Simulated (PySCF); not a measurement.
Compound: C7H5O2 (charge -1).
SMILES: `O=C([O-])C1=C[C@@H]2C=C[C@H]12`

Computed geometry: GFN2-xTB, gas phase.

Masses are those of the commonest isotopes; rigid-rotor values at the optimised geometry. 

What are A, B and C (MHz)?

Ia = 125.88, Ib = 407.31, Ic = 479.15 u·Å²; 505379 MHz·u·Å²/I gives A = 4015, B = 1241, C = 1055 MHz.

Classify the top.

An asymmetric top. Ray's parameter κ = (2B − A − C)/(A − C) = -0.874; −1 is the prolate and +1 the oblate limit.

Is it planar, by Δ = Ic − Ia − Ib?

Not planar: Δ = Ic − Ia − Ib = -54.05 u·Å². For a rigid frame Δ = −2 Σ m c², so Σ m c² = 27.02 u·Å² lies off the ab plane: 7.03 from hydrogen and 20.00 from heavier atoms. The atom farthest from that plane is 1.54 Å away.

Give the coordinates in the principal-axis frame, origin at the centre of mass.

The sense of each axis is arbitrary; atoms in the order of the calculation.
```
atom  mass (u)   a (Å)   b (Å)   c (Å)
  O1    15.995   2.452  -0.858  -0.451
  C2    12.000   1.752   0.081  -0.042
  O3    15.995   2.060   1.258   0.194
  C4    12.000   0.276  -0.281   0.204
  C5    12.000  -0.482  -1.374   0.104
  C6    12.000  -1.766  -0.683   0.518
  C7    12.000  -2.472   0.035  -0.605
  C8    12.000  -1.722   1.133  -0.501
  C9    12.000  -0.900   0.602   0.637
 H10     1.008  -0.311  -2.390  -0.202
 H11     1.008  -2.351  -1.100   1.335
 H12     1.008  -3.236  -0.298  -1.289
 H13     1.008  -1.646   2.051  -1.057
 H14     1.008  -0.786   1.192   1.539
```

List the rotational levels J(Ka,Kc) to J = 4 (MHz).

Above 0(0,0):
J = 1: 1(0,1) 2296, 1(1,1) 5069, 1(1,0) 5255
J = 2: 2(0,2) 6877, 2(1,2) 9474, 2(1,1) 10033, 2(2,1) 18354, 2(2,0) 18363
J = 3: 3(0,3) 13728, 3(1,3) 16076, 3(1,2) 17192, 3(2,2) 25241, 3(2,1) 25286, 3(3,1) 39581, 3(3,0) 39582
J = 4: 4(0,4) 22821, 4(1,4) 24869, 4(1,3) 26727, 4(2,3) 34416, 4(2,2) 34550, 4(3,2) 48781, 4(3,1) 48783, 4(4,1) 68834, 4(4,0) 68834
Those of J = 1 are B + C, A + C and A + B.

Estimate the classical rotational partition function at 100 K, 200 K and 298.15 K.

Point group C1, symmetry number σ = 1; q = (√π/σ)·√((kT/h)³/(ABC)), k/h = 20836.6 MHz/K: 73500 at 100 K, 208000 at 200 K, 379000 at 298.15 K.

Stationary, but not proved a minimum. Constants of a rigid frame at the computed geometry: no zero-point averaging, no centrifugal distortion.

Shape of the structure used: `[O:1]=[C:2]([O-:3])[C:4]1=[CH:5][C@@H:6]2[CH:7]=[CH:8][C@H:9]12`: O1–C2–C4–C5 1°.
